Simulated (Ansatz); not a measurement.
One change: `C1=NC[SiH2]1` becomes `F[SiH]1C=NC1`.

Ansatz, PBE0-D4/def2-TZVP geometries, multiplicity 1. 

```json
{"property": "HOMO–LUMO gap (PBE/def2-TZVPP) / eV", "`C1=NC[SiH2]1`": "3.59"}
{"property": "LUMO energy (ωB97M-V/def2-TZVPP) / eV", "`C1=NC[SiH2]1`": "1.41"}
{"property": "HOMO energy (ωB97M-V/def2-TZVPP) / eV", "`C1=NC[SiH2]1`": "-9.16"}
{"property": "HOMO energy (PBE0/def2-TZVPP) / eV", "`C1=NC[SiH2]1`": "-6.88"}
{"property": "size of the dipole moment (ωB97M-V/def2-TZVPP) / D", "`C1=NC[SiH2]1`": "1.66"}
{"property": "HOMO–LUMO gap (ωB97M-V/def2-TZVPP) / eV", "`C1=NC[SiH2]1`": "10.57"}
```

(1) Give the same properties after the change, and the shifts. (Best estimate.)

Results:

(1) Ansatz gave: 
```
                                          property  `F[SiH]1C=NC1`  shift
               HOMO–LUMO gap (PBE/def2-TZVPP) / eV            3.49  -0.10
             LUMO energy (ωB97M-V/def2-TZVPP) / eV            1.00  -0.41
             HOMO energy (ωB97M-V/def2-TZVPP) / eV           -9.45  -0.29
                HOMO energy (PBE0/def2-TZVPP) / eV           -7.17  -0.29
size of the dipole moment (ωB97M-V/def2-TZVPP) / D            0.80  -0.86
           HOMO–LUMO gap (ωB97M-V/def2-TZVPP) / eV           10.44  -0.13
```

With PBE0 the HOMO falls by 0.29 eV and the LUMO falls by 0.39 eV, so the gap narrows by about 0.10 eV. PBE moves the HOMO by -0.27 eV and ωB97M-V by -0.29 eV. Dipoles are sizes alone; their direction can turn.
